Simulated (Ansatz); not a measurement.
`N[Si](F)([SiH3])Cl` + HCl → `F[Si]([SiH3])(Cl)Cl` + NH₃ at 700 K and 1 bar (ligand exchange at the Si–N bond).

Computed with Ansatz on PBE0-D4/def2-TZVP structures; ΔE is electronic, products minus reactants. CCSD(T)/CBS is the MP2 limit (def2-TZVPP, def2-QZVPP) plus CCSD(T) − MP2 in def2-TZVPP, frozen cores. This one scheme is used for every species. Each species was taken in one conformer, which may not be the lowest.

```json
{"species": "`N[Si](F)([SiH3])Cl`", "CCSD(T)/CBS energy (Eh)": "-1195.59251", "H − E (kJ/mol)": "235.1", "S (J/(mol·K))": "510.9"}
{"species": "HCl", "CCSD(T)/CBS energy (Eh)": "-460.38127", "H − E (kJ/mol)": "38.4", "S (J/(mol·K))": "211.8"}
{"species": "`F[Si]([SiH3])(Cl)Cl`", "CCSD(T)/CBS energy (Eh)": "-1599.47838", "H − E (kJ/mol)": "161.2", "S (J/(mol·K))": "487.8"}
{"species": "NH₃", "CCSD(T)/CBS energy (Eh)": "-56.50880", "H − E (kJ/mol)": "116.9", "S (J/(mol·K))": "226.5"}
```

H − E and S are ideal-gas, rigid-rotor, harmonic terms from PBE0-D4/def2-TZVP, for one conformer and one mirror image of each species. 1 Eh = 2625.50 kJ/mol, R = 8.31446 J/(mol·K).

By hand: ΔE, ΔH, ΔS and ΔG.

ΔE = (-1599.47838) + (-56.50880) − (-1195.59251) − (-460.38127) = -0.01340 Eh = -35.2 kJ/mol. Δ(H − E) = 161.2 + 116.9 − 235.1 − 38.4 = 4.6, so ΔH = -30.6 kJ/mol. ΔS = 487.8 + 226.5 − 510.9 − 211.8 = -8.4 J/(mol·K). ΔG = -30.6 − 700 × (-8.4)/1000 = -24.7 kJ/mol.

By hand: the equilibrium constant, and the temperature at which ΔG would vanish if ΔH and ΔS stayed fixed.

log₁₀ K = −ΔG/(RT ln 10) = 1.8. ΔG = 0 at ΔH/ΔS = 3643 K, far beyond where these terms or the molecules hold.

The number of gas molecules stays the same, so ΔS is small and ΔH decides. A doubt of 5 kJ/mol in ΔE shifts log₁₀ K by 0.4 here. Other conformers and mirror images would add mixing entropy, several J/(mol·K) or more a flexible species. These are equilibria of isolated gas molecules and say nothing of rates. Largest T1 diagnostic: 0.011 (customary marks: 0.02 for closed shells, 0.045 for open ones).
